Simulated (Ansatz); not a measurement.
`FC(Cl)[TeH]` + H₂O → `OC(F)Cl` + H₂Te at 400 K and 1 bar (formal hydrolysis of a C–Te bond).

Program: Ansatz. Geometries: PBE0-D4/def2-TZVP. ΔE: electronic, gas phase. CCSD(T)/CBS is the MP2 limit (def2-TZVPP, def2-QZVPP) plus CCSD(T) − MP2 in def2-TZVPP, frozen cores. This one scheme is used for every species. def2 core potentials past Kr. For Te outer-core shells are correlated without core-valence functions, which leaves a few kJ/mol of doubt a bond. One conformer a species, not always the lowest.

```tsv
species	CCSD(T)/CBS energy (Eh)	H − E (kJ/mol)	S (J/(mol·K))
`FC(Cl)[TeH]`	-866.51961	95.8	355.1
H₂O	-76.37941	69.8	198.6
`OC(F)Cl`	-673.99326	114.6	306.3
H₂Te	-268.91024	45.0	239.1
```

H − E and S are ideal-gas, rigid-rotor, harmonic terms from PBE0-D4/def2-TZVP, for one conformer and one mirror image of each species. 1 Eh = 2625.50 kJ/mol, R = 8.31446 J/(mol·K).

Task: By hand: ΔE, ΔH, ΔS and ΔG.

Result: ΔE = (-673.99326) + (-268.91024) − (-866.51961) − (-76.37941) = -0.00448 Eh = -11.8 kJ/mol. Δ(H − E) = 114.6 + 45.0 − 95.8 − 69.8 = -6.0, so ΔH = -17.8 kJ/mol. ΔS = 306.3 + 239.1 − 355.1 − 198.6 = -8.3 J/(mol·K). ΔG = -17.8 − 400 × (-8.3)/1000 = -14.5 kJ/mol.

Task: By hand: the equilibrium constant, and the temperature at which ΔG would vanish if ΔH and ΔS stayed fixed.

Result: log₁₀ K = −ΔG/(RT ln 10) = 1.9. ΔG = 0 at ΔH/ΔS = 2145 K, though so small a ΔS makes that figure unsure.

The number of gas molecules stays the same, so ΔS is small and ΔH decides. A doubt of 5 kJ/mol in ΔE shifts log₁₀ K by 0.7 here. Other conformers and mirror images would add mixing entropy, several J/(mol·K) or more a flexible species. These are equilibria of isolated gas molecules and say nothing of rates. Largest T1 diagnostic: 0.011 (customary marks: 0.02 for closed shells, 0.045 for open ones).
